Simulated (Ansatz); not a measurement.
Species: H3GeO2, charge 0, doublet. H3GeO2 (SMILES [OH][GeH2][O], doublet).
B3LYP-D3(BJ)/def2-TZVP minimum from Ansatz (an electronic-structure program):
```xyz
6

Ge     0.3142    -0.0358     0.0044
O     -0.4056     1.5094     0.5771
O     -0.9258    -1.1556    -0.6087
H      0.9944    -0.5690     1.2802
H      1.2246     0.2286    -1.1960
H     -1.6218    -1.3456     0.0292
```
Charge 0, spin multiplicity 2.

Atomisation energy term by term, kcal/mol (programs: Ansatz). Open shells are spin-unrestricted; no spin-orbit coupling. Correlated methods leave the cores frozen (noble-gas shells, and filled d and f shells in the p block). No relativity. CBS(X,Y): correlation extrapolated as X^-3, Hartree-Fock from the larger set. A bracket is a step between two methods taken in the basis named. Where a partner has so few electrons that a lower coupled-cluster level is exact, that level stands in.

```
term                               basis  kcal/mol
------------------  --------------------  --------
Hartree-Fock                     cc-pVQZ    283.10
CCSD correlation    CBS(cc-pVTZ,cc-pVQZ)    134.15
(T)                 CBS(cc-pVTZ,cc-pVQZ)      8.50
CCSDT(Q) - CCSD(T)               cc-pVDZ      0.96
sum: De                                      426.7
```
